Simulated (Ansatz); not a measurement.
ClGeH$_{6}$NSi$_{2}$ (`[SiH3][N]([SiH3])[Ge][Cl]`), relaxed with RKS PBE-D4/def2-SVP in the Gaussian-basis code of Ansatz from a rough embedded geometry. The force threshold is 0.03 eV/Å; the program also tests the step.

Charge 0, multiplicity 1.

Start:

```xyz
11

Si   -1.424   -0.565   -0.598
N    -0.177    0.669   -0.167
Si    1.398   -0.161   -0.156
Ge   -0.599    1.118    1.611
Cl    0.685    2.866    2.157
H    -1.172   -1.005   -2.020
H    -1.455   -1.682    0.293
H    -2.789    0.103   -0.625
H     1.717   -0.713   -1.532
H     1.348   -1.352    0.771
H     2.469    0.723    0.266
```

| step | energy (eV) | largest force (eV/Å) | largest move (Å) |
| --- | --- | --- | --- |
| 1 | -86344.6484 | 1.718 | 0.000 |
| 2 | -86345.0043 | 0.747 | 0.169 |
| 3 | -86345.1399 | 0.641 | 0.129 |
| 4 | -86345.3029 | 0.491 | 0.195 |
| 5 | -86345.3844 | 1.001 | 0.195 |
| 6 | -86345.4340 | 0.735 | 0.154 |
| 7 | -86345.4985 | 0.399 | 0.199 |
| 8 | -86345.5324 | 0.178 | 0.200 |
| 9 | -86345.5449 | 0.371 | 0.164 |
| 10 | -86345.5626 | 0.281 | 0.200 |
| 11 | -86345.5777 | 0.109 | 0.106 |
| 12 | -86345.5780 | 0.089 | 0.092 |
| 13 | -86345.5801 | 0.008 | 0.042 |

End:

```xyz
11

Si   -1.497   -0.574   -0.732
N    -0.277    0.295    0.226
Si    1.443   -0.167    0.044
Ge   -0.901    1.639    1.371
Cl    1.099    2.233    2.204
H    -1.263   -0.399   -2.207
H    -1.503   -2.043   -0.412
H    -2.832    0.021   -0.364
H     1.450   -1.258   -0.997
H     2.005   -0.721    1.320
H     2.278    0.974   -0.453
```

It took 9.5 s on 4 threads of an AMD EPYC 9R45 on a shared host, with 0.22 GiB of host memory at the peak.
